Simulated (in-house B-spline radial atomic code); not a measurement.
**LDA VWN5 excitations of Br VIII (Br7+)**

Method: LDA VWN5. Computed with an all-electron radial atomic-structure program (B-spline basis): linear response of the closed shell [Ar] 3d10 with the functional's adiabatic kernel; non-relativistic, point nucleus, no spin-orbit coupling, no double excitations, S, P, D and F terms only. Only terms of natural parity with L up to 3 were computed.

Without relativity these are model numbers for so heavy an element.

Command:
```bash
python run_td.py task.json out
```
Settings (radii: box in bohr, nucleus in fm):
```
Z                        35
electrons                28
configuration            [Ar] 3d10
hamiltonian              nr
method                   lda,vwn
box_radius               12.81
intervals                53
```

Run time, properties included: 0.8 s on 1 thread of Intel(R) Xeon(R) Platinum 8488C (Sapphire Rapids), with other jobs on the host.

The lowest states, in the order of their Tamm-Dancoff energies; the method's threshold (minus the highest occupied level) is 177.20 eV. Labels give the largest channel, * marks a mixed state, and oscillator strengths are full-response dipole values. Semilocal kernels can invert the small singlet-triplet splittings of Rydberg terms. Energies in eV:

| state | full response | Tamm-Dancoff | oscillator strength |
| --- | --- | --- | --- |
| 3d → 4s 3D | 67.27 | 67.28 | - |
| 3d → 4s 1D | 67.98 | 67.99 | - |
| 3d → 4p 3P | 83.11 | 83.13 | - |
| 3d → 4p 3F | 83.42 | 83.42 | - |
| 3d → 4p 1F | 83.91 | 83.91 | - |
| 3d → 4p 1P | ? | ? | ? |
| 3d → 4d 3S | 108.21 | 108.25 | - |
| 3d → 4d 3D | 109.36 | 109.36 | - |
| 3d → 4d 1D | 110.14 | 110.17 | - |
| 3d → 4d 1S | 116.51 | 117.41 | - |
| 3d → 5s 3D | 123.13 | 123.13 | - |
| 3d → 5s 1D | 123.31 | 123.31 | - |
| 3d → 5p 3P | 129.16 | 129.16 | - |
| 3d → 5p 3F | ? | ? | - |
| 3d → 5p 1F | 129.40 | 129.40 | - |
| 3d → 5p 1P | 129.71 | 129.74 | 0.0406 |

Q: Where does 3d → 5p 3F lie?

A: At 129.25 eV in full response, 129.25 eV in Tamm-Dancoff.

Q: Where does 3d → 4p 1P lie?

A: At 85.12 eV in full response, 85.22 eV in Tamm-Dancoff, oscillator strength 0.541.

Q: How large is the singlet-triplet splitting of 3d → 4s (D terms) in Tamm-Dancoff?

A: 0.712 eV, from the unrounded values.

Q: What polarisabilities and dispersion coefficient does the method give?

A: Dipole 0.2777 bohr³, quadrupole 0.2193 bohr⁵, C6 0.3625 hartree·bohr⁶ for two such species.
